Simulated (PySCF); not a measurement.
Species: C2H5OSi (doublet state).
Geometry (GFN2-xTB, Å), atoms numbered from 1 in this order:
```
atom  x, y, z in Å
C1     1.933    0.045    0.239
C2     1.024    0.795   -0.316
O3    -0.252    0.785   -0.512
Si4   -1.583   -0.107   -0.156
H5     2.970    0.326    0.249
H6     1.689   -0.906    0.715
H7    -1.751   -0.173    1.294
H8    -2.586    0.697   -0.835
H9    -1.432   -1.455   -0.703
```

The hyperfine couplings belong to this conformer and change with its torsions.

As a line formula: `C=[C]O[SiH3]` [radical].

Computed with PySCF, UKS B3LYP, pcH-1 on C H O Si, non-relativistic, mean-field spin-orbit, GIAO. The structure is a single GFN2-xTB conformer in the gas phase; no vibrational or solvent corrections. The geometry wasn't refined by DFT: couplings that depend on bond lengths, twists or pyramidal angles can differ widely from those at the functional's own minimum. Stability of the SCF solution: not tested.

Principal values of hyperfine tensors in MHz (contact, dipolar and spin–orbit terms together), for some of the nuclei:

```
atom  isotope       A1       A2       A3
  O3      17O  -175.50  -131.71  -129.42
  H6       1H   135.76   139.54   148.33
  C1      13C    55.84    73.95    96.76
 Si4     29Si   -80.25   -55.91   -55.60
  H5       1H    47.95    49.21    68.72
  H9       1H     6.04     6.93    12.03
  H7       1H     3.05     3.83     9.06
  H8       1H    -5.08    -4.66     1.13
```

**Question.** Split each tensor into its isotropic and traceless parts, and turn a_iso into mT with g = 2.0023.

**Answer.** a_iso = (A1 + A2 + A3)/3, Ti = Ai − a_iso; 1 mT corresponds to 28.025 MHz. The tensors hold a spin–orbit part: the run splits a_iso into a_FC + a_SO, and T includes its anisotropic share.

```
atom  a_iso (MHz)     a_FC   a_SO  a_iso (mT)      T1     T2     T3
  O3      -145.55  -145.57   0.03      -5.193  -29.95  13.83  16.12
  H6       141.21   141.22  -0.01       5.039   -5.45  -1.67   7.12
  C1        75.51    75.54  -0.03       2.695  -19.68  -1.56  21.24
 Si4       -63.92   -64.02   0.10      -2.281  -16.33   8.01   8.32
  H5        55.29    55.30  -0.01       1.973   -7.34  -6.08  13.43
  H9         8.33     8.33   0.00       0.297   -2.29  -1.41   3.70
  H7         5.31     5.31   0.00       0.190   -2.26  -1.49   3.75
  H8        -2.87    -2.87   0.00      -0.102   -2.21  -1.80   4.00
```

**Question.** What spin density at the nucleus of H5 lies behind its contact coupling (g_N = 5.58569)?

**Answer.** a_FC = 800.24 MHz bohr³ × g_N × ρ(0)/(2S). With a_FC = 55.30 MHz and 2S = 1, ρ(0) = 0.01237 bohr⁻³. In magnitude that is 3.9 % of the 1/π = 0.318 of a free hydrogen atom.

**Question.** C2 (13C, g_N = 1.40482) isn't in the table. Its spin density at the nucleus is 0.4002 bohr⁻³. What is its contact coupling?

**Answer.** By the same relation, a_FC = 449.9 MHz. The spin–orbit term adds -0.12 MHz. Its full tensor has the principal values 371.98, 392.94, 584.37 MHz.

**Question.** Name the largest traceless tensor T of the table and describe it.

**Answer.** O3: -30.0, 13.8, 16.1 MHz, nearly axial, close to the ratio +1:+1:−2.

**Question.** What first-order splitting does O3 cause when the field lies along A1, A2 or A3 of its tensor (g taken as isotropic, no quadrupole term)?

**Answer.** 6 lines (I = 5/2), spaced by |A_i|/(g × 13.996): 6.26, 4.70, 4.62 mT along the axes of A1, A2 and A3.
